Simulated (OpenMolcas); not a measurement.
Ti2+ with 6 ligands (chloride) in octahedral coordination (Oh) at 2.62 Å. A charge of +0.667 e stands 2.6 Å behind each ligand. Ligand basis ANO-RCC-VDZP.

* Program: OpenMolcas
* Method: CASSCF
* Basis: ANO-RCC-VTZP [6s5p3d2f1g]
* Scalar Hamiltonian: DKH2, point nucleus
* Active space: 2 electrons in 5 orbitals (3d)
* State averaging: 2S+1 = 3 even, 10 roots; 2S+1 = 1 even, 15 roots
* Spin-orbit coupling: state interaction with AMFI integrals over the reference wave functions

(1) What is the spin-free ground state (labels of O, the rotations of Oh)?

(2) Where is the first state of the same spin?

(3) What are the lowest two levels with spin-orbit coupling?

(4) What is χT at 300 K, and how does it compare with the textbook value?

(5) Which ligand-field parameters describe the states?

Answers

(1) 3T1, 3-fold in its orbital part, 97 % from free-ion F terms; it has the highest spin that d2 allows.

(2) 3T2 at 5060 cm-1 above the ground state.

(3) A 2-fold level E, then a 3-fold level T2 5.2 cm-1 above it. Their leading multiplicities are 3 (100 %) and 3 (100 %).

(4) The lowest level has 2S+1 = 3, for which the spin-only value is χT = S(S+1) / 2 = 1.000 cm3 K/mol (g = 2). The computed 1.123 at 300 K differs by +0.123, through orbital momentum, spin-orbit coupling and any other state in reach. With a threefold ground state the orbital momentum is unquenched, so the spin-only value is not expected to hold.

(5) A least-squares ligand-field fit to the states below 45000 cm-1, each weighted by its degeneracy and with a free common offset, gives 10Dq = 5948 cm-1, B = 835 cm-1 and C = 3001 cm-1 (C/B = 3.59), with an rms deviation of 83 cm-1. The same method and metal basis give the free ion B = 891 cm-1 (fit to its terms below 60000 cm-1, rms deviation 68 cm-1), so the nephelauxetic ratio is β = 835 / 891 = 0.94; it hangs on how both fits weigh the states, and computed free-ion B values tend to be too large, so β mixes covalency with correlation.

An orbital triplet at a regular site is open to Jahn-Teller coupling, which can distort the site and quench the lowest spin-orbit gaps and is left out. Without dynamic correlation the repulsion within the d shell is too large (B by tens of per cent), so at a given field states of lower spin stand too high. Ligand-to-metal charge-transfer states are missing. With no ligand orbital active B as a rule stays too high, so bands that hang on it stand too high and its fall with covalency is understated. With metal d orbitals alone and no dynamic correlation the field as a rule comes out too small, by tens of per cent, by up to half for chloride and softer ligands. No measured value stands beside these numbers; the geometry was imposed, not optimised, and the real ion may take another.
